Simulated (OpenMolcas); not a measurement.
# What dynamic correlation does to the levels of Pb I

```json
{"Program": "OpenMolcas", "Basis": "ANO-RCC-VQZP [9s8p6d4f3g]", "Scalar Hamiltonian": "DKH2, point nucleus", "Active space": "2 electrons in 9 orbitals (RAS2 6p; RAS3 6d 7s, at most 1 electron)", "State averaging": "2S+1 = 3 even, 3 roots; 2S+1 = 1 even, 6 roots; 2S+1 = 3 odd, 18 roots; 2S+1 = 1 odd, 8 roots", "Spin-orbit coupling": "state interaction with AMFI integrals over the reference wave functions, term energies averaged over their components"}
```

Methods on the same reference wave functions:
A. RASSCF
B. SS-RASPT2, IPEA 0.25 Eh, imaginary shift 0.1 Eh (closed shells correlated: 5d 6s)
C. MS-RASPT2, IPEA 0.25 Eh, imaginary shift 0.1 Eh (closed shells correlated: 5d 6s)

Energies in cm⁻¹ above 6s² 6p² ³P₀, the measured ground level; measured values from NIST Handbook of Basic Atomic Spectroscopic Data.

```tsv
Level	A	B	C	Measured
6s² 6p² ³P₀	0.0	0.0	0.0	0.0
6s² 6p² ³P₁	6202	6400	6400	7819
6s² 6p² ³P₂ [62 %]	9826	9380	9380	10650
6s² 6p² ¹D₂ [62 %]	19774	18690	18690	21458
6s² 6p² ¹S₀	30667	29100	29100	29467
6s² 6p 7s ³P°₀	45105	44090	44030	34960
6s² 6p 7s ³P°₁ [73 %]	45962	44770	44780	
6s² 6p 6d ³F°₂ [62 %]	52707	53640	53650	
6s² 6p 7s ³P°₂	55487	54490	54480
```

Deviations, from unrounded energies. A percentage is the sum of absolute deviations over the sum of measured energies, with the sign that they share, or ± where signs differ.

| Against measurement | Levels | A | B | C |
| --- | --- | --- | --- | --- |
| mean absolute deviation (cm-1) | 5 | 3100 | 3000 | 3000 |
| fine structure of the ground term (%) | 2 | -13.2 | -14.5 | -14.5 |
| other terms of the ground configuration (%) | 2 | ±5.7 | -6.2 | -6.2 |
| other configurations (%) | 1 | +29.0 | +26.1 | +26.0 |

A, B, C lie about equally close to measurement. The largest miss of C in the table is 6s² 6p 7s ³P°₀, by +9100 cm-1. The ranking rests on the paired levels alone, and a cruder setting can come out closer through cancelling errors.

Between B and C the level of the table that moves most is 6s² 6p 7s ³P°₀, by 59 cm-1 (lowest in C, highest in B). Moves below CASPT2's spread within the term are not significant.

The mean deviations of B to C differ by less than CASPT2's widest spread within a term (100 cm-1), so their order carries little weight.

From A to B the spin-free energies of the other terms of 6s² 6p² shown, above ³P, scale by factors of 0.74 to 0.89.

The lowest spin-free term lies below A's lowest term by 0.474 hartree in B, 0.474 hartree in C.

CASPT2 does not keep the components of a term degenerate, so their means are used; among the terms shown or strongly mixed into the levels shown the widest spread is 100 cm-1 (6s² 6p 6d ³F°, C). ANO sets are built for valence states and can reach diffuse excited orbitals poorly, and with the s shell closed the s pⁿ⁺¹ terms that mix with these levels are absent. Spin-orbit splittings of 6p shells tend to come out small when the coupling is added on scalar orbitals. With the s shell closed, the reference lacks s² → p² mixing. Some terms miss by over 15 % even with CASPT2, which points to a basis or an active space too small for the shells correlated (holds for B; C). Measured partners are found by configuration, term and J. A level has none where our copy of the source lacks it or the pairing is in doubt (some pairs that miss far off the trend of their configuration count as doubtful), and it then counts in no deviation. Where the source uses jj or jK labels, the order within each J decides. Only configurations of the active space appear. Levels that lie high or do not pair safely by name in every column are left out.

A share in square brackets marks a mixed level and gives the weight of the term that names it, the lowest over the columns. ° marks odd parity.
